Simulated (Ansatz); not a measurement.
Geometry optimisation, RKS revPBE-D4/def2-SVP in Ansatz 0.2.0.

Input file:

```yaml
crystal:
  periodic: [false, false, false]
  atoms:
    - { symbol: C, position_ang: [2.0441, -0.4095, 0.8408] }
    - { symbol: C, position_ang: [0.8277, -0.3831, 0.5136] }
    - { symbol: C, position_ang: [-0.6159, -0.3999, 0.1212] }
    - { symbol: Cl, position_ang: [-0.8558, -1.8757, -0.7843] }
    - { symbol: B, position_ang: [-0.9163, 0.8576, -0.7809] }
    - { symbol: F, position_ang: [-1.9117, 1.8354, -0.3299] }
    - { symbol: H, position_ang: [3.044, -0.3485, 1.1087] }
    - { symbol: H, position_ang: [-1.1698, -0.3665, 1.0451] }
    - { symbol: H, position_ang: [-0.3578, 1.0439, -1.7513] }
basis:
  gaussian: { orbitals: def2-SVP }
hamiltonian:
  xc: revpbe
  dispersion: d4
relax:
  f_tol: 0.015
  max_steps: 40
```

Command:

```bash
$ ansatz run input.yaml --threads 2 --pin off --max-ram 3072MiB --backend cpu --events-out ev --progress --plain --runs-dir out
```

Problem. Where does it end, and by what steps?

Solution. It converged. After 16 steps the energy has fallen by 0.734 eV; F6 moved furthest, 0.58 Å.

```csv
step,energy less start (eV),largest force component (eV/Å),accepted
0,0.0000,5.003,yes
1,-0.5424,2.034,yes
2,-0.5859,0.965,yes
3,-0.6592,0.597,yes
4,-0.6724,0.282,yes
5,-0.6799,0.171,yes
6,-0.6868,0.166,yes
7,-0.6951,0.197,yes
8,-0.7041,0.446,yes
9,-0.7138,0.414,yes
10,-0.7217,0.647,yes
11,-0.7299,0.322,yes
12,-0.7317,0.240,yes
13,-0.7332,0.063,yes
14,-0.7336,0.023,yes
15,-0.7337,0.018,yes
16,-0.7337,0.014,yes
```

```xyz
9
Properties=species:S:1:pos:R:3
C 2.103 -0.423 0.846
C 0.906 -0.376 0.588
C -0.497 -0.256 0.283
Cl -1.091 -1.609 -0.887
B -0.951 0.845 -0.775
F -2.155 1.409 -0.630
H 3.157 -0.477 1.079
H -1.145 -0.342 1.177
H -0.239 1.182 -1.697
```

Whether the end is a true minimum wasn't checked by a vibrational analysis.

The run took 28 s on 2 threads of Arm Neoverse V2, on a shared host, peak memory 0.15 GiB.
